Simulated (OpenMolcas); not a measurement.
# Ag6+: effect of the basis set

- Program: OpenMolcas 26.06
- Method: MS-CASPT2, IPEA 0.25 Eh, imaginary shift 0.1 Eh (closed shells correlated: 4s 4p)
- Active space: 5 electrons in 10 orbitals (4d 5d)
- State averaging: 2S+1 = 6 even, 1 root; 2S+1 = 4 even, 24 roots; 2S+1 = 2 even, 67 roots
- Spin-orbit coupling: state interaction with AMFI integrals over the reference wave functions, term energies averaged over their components

A. ANO-R2 [7s5p4d2f1g], X2C, finite nucleus; CASPT2 step of the order of 25 core-minutes
B. ANO-RCC-VTZP [7s6p4d2f1g], DKH2, point nucleus; CASPT2 step of the order of 30 core-minutes
C. ANO-RCC-VQZP [8s7p5d3f2g1h], DKH2, point nucleus; CASPT2 step of the order of 27 core-minutes

Energies in cm⁻¹ above 4d⁵ ⁶S_5/2, the measured ground level; measured values from the list in Gamrath, thesis, University of Mons (2023).

```tsv
Level	A	B	C	Measured
4d⁵ ⁶S_5/2	0.0	0.0	0.0	0.0
4d⁵ ⁴G_5/2	31170	31380	31200	29390
4d⁵ ⁴G_7/2	32020	32250	32050	30378
4d⁵ ⁴G_11/2	32350	32580	32360	30662
4d⁵ ⁴G_9/2	32510	32740	32530	30907
4d⁵ ⁴P_3/2 [54 %]	34870	35030	34960	
4d⁵ ⁴P_1/2 [67 %]	36440	36570	36480	34605
4d⁵ ⁴D_7/2	38250	38560	38420	36485
4d⁵ ⁴D_1/2 [68 %]	40310	40550	40400	38685
4d⁵ ⁴D_5/2 [54 %]	41030	41260	41100	
4d⁵ ⁴D_3/2 [53 %]	41410	41630	41460	
4d⁵ ²I_11/2	46690	46980	46550	44011
4d⁵ ²I_13/2	48140	48450	47980	45546
4d⁵ ²D_3/2(1) [53 %]	50620	50880	50720	
4d⁵ ⁴F_9/2 [63 %]	51730	52170	51970	49104
4d⁵ ⁴F_5/2	53420	53830	53650	51049
4d⁵ ²F_7/2(1) [52 %]	55730	56010	55760	
4d⁵ ⁴F_3/2 [53 %]	56280	56600	56380	
4d⁵ ²H_9/2 [50 %]	56590	56930	56650	
4d⁵ ²G_7/2(1)	58550	58920	58630	55773
4d⁵ ²H_11/2	60750	61020	60630	57962
4d⁵ ²F_7/2(2)	62460	62930	62660	59792
4d⁵ ²S_1/2	66980	67520	67350	
4d⁵ ²D_3/2(2)	75390	75920	75700
```

Deviations, from unrounded energies. A percentage is the sum of absolute deviations over the sum of measured energies, with the sign that they share, or ± where signs differ.

```
                        Against measurement  Levels     A     B     C
             mean absolute deviation (cm-1)      14  2200  2500  2200
other terms of the ground configuration (%)      14  +5.1  +5.8  +5.2
```

A, C lie about equally close to measurement and B furthest from it. The largest miss of A in the table is 4d⁵ ²H_11/2, by +2800 cm-1. The ranking rests on the paired levels alone, and a cruder setting can come out closer through cancelling errors.

The two smallest mean deviations differ by little beside CASPT2's spread within terms, so their order carries little weight.

Among A to C the level of the table that moves most is 4d⁵ ²S_1/2, by 540 cm-1 (lowest in A, highest in B). Moves below CASPT2's spread within the term are not significant.

CASPT2 does not keep the components of a term degenerate, so their means are used; among the terms shown or strongly mixed into the levels shown the widest spread is 810 cm-1 (4d⁵ ²I, A). Active for correlation alone: 5d; no level in the range computed is led by a configuration that fills it, so any true level of that kind is missing. Computed and measured levels are paired by configuration, term and J; levels that our copy of the source lacks, or whose pairing is in doubt (as where it misses far off the trend of its configuration), stay unpaired and out of the deviations. Levels of configurations outside the active space are missing. The table leaves out levels that lie high or whose names do not pair safely across all columns.

A share in square brackets marks a mixed level and gives the weight of the term that names it, the lowest over the columns. A number in round brackets counts repeated terms of one configuration in the order of the reference energies.
